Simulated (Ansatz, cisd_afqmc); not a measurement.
System: Bi, charge 0, quartet.

Total energies in def2-SVP, 5 correlated electrons, 9 frozen orbitals. UHF or UKS for unpaired electrons; spin-orbit terms are left out. Cores are frozen in correlated methods (noble-gas shells, and filled d and f shells in the p block). Past Kr the def2 sets carry scalar-relativistic core potentials. AFQMC is phaseless with a CISD trial state; ± is one standard error, without the phaseless bias. Outlying blocks are dropped, and bars are widened where a walk drifts. Over all cases where full CI ran beside it in this data, AFQMC minus full CI had a median of +0.1 mEh and passed +0.4 mEh in a tenth of the cases. Spin-orbit terms, left out, reach several kcal/mol for Br and I, and more for heavier atoms.

```
method         program         energy (Eh)  minus CCSDTQ (mEh)
----------  ----------  ------------------  ------------------
HF              Ansatz          -213.59116               48.04
MP2             Ansatz          -213.62865               10.56
CCSD            Ansatz          -213.63868                0.53
CCSD(T)         Ansatz          -213.63907                0.14
CCSDT(Q)        Ansatz          -213.63920                0.01
CCSDTQ          Ansatz          -213.63921                0.00
AFQMC/CISD  cisd_afqmc  -213.6392 ± 0.0001           0.0 ± 0.1
```

Ansatz is a first-principles code.
